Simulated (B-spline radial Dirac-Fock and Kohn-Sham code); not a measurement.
## S²⁺ 2s: cross section and angular parameters

System: sulfur as S²⁺, configuration [Ne] 3s2 3p2; threshold 252.7 eV (orbital energy of the model). These are calculated numbers from a radial finite-basis atomic code; the model is Dirac-Hartree-Slater photoionisation with a Latter tail; cross sections with all multipoles, angular parameters from the dipole term and its interference with E2.

Input of the calculation (task.json; shells as n, l, electrons):

```json
{"items": [{
  "Z": 16,
  "q": 2,
  "cfg": [[1, 0, 2], [2, 0, 2], [2, 1, 6], [3, 0, 2], [3, 1, 2]],
  "A": 32,
  "rrms": 3.2611,
  "do": "xps",
  "hv": [50.2, 57.7, 62.5, 70.3, 85.9, 97.7, 111.0, 184.0, 200, 215.0, 346.0, 413.0, 583.0, 600, 686.0, 796.0, 800, 1000, 1300.0, 1410.0, 1500.0, 1590.0, 1840.0, 2000, 3860.0, 4000, 5110.0, 9251.7, 13700.0, 15000]
}]}
```

Launch: `python xray2_run.py task.json out`

For linearly polarised light dσ/dΩ = σ/(4π) [1 + β P₂(cos θ) + (δ + γ cos²θ) sin θ cos φ], with θ from the polarisation vector and φ the angle between the beam and the projection of the electron momentum on the plane normal to the polarisation.

```
hν (eV)  σ (kb)      β       γ
    346     266  2.000   0.112
    413     207  2.000   0.009
    583     120  2.000  -0.042
    600     114  2.000  -0.040
    686    90.3  2.000  -0.023
    796    68.8  2.000   0.012
    800    68.1  2.000   0.013
   1000    44.3  2.000   0.090
   1300    25.9  2.000   0.210
   1410    21.8  2.000   0.252
   1500       ?      ?       ?
   1590    16.9  2.000   0.319
   1840    12.2  2.000   0.408
   2000    10.1  2.000   0.463
   3860    2.09  2.000   0.975
   4000    1.91  2.000   1.007
   5110    1.02  2.000   1.242
 9251.7   0.204  2.000   1.917
  13700  0.0672  1.999   2.463
  15000  0.0517  1.999   2.603
```

Problem. Give the values at 1500 eV.

Solution. σ = 19.1 kb, β = 2.000, γ = 0.286. For an s subshell δ is negligible.
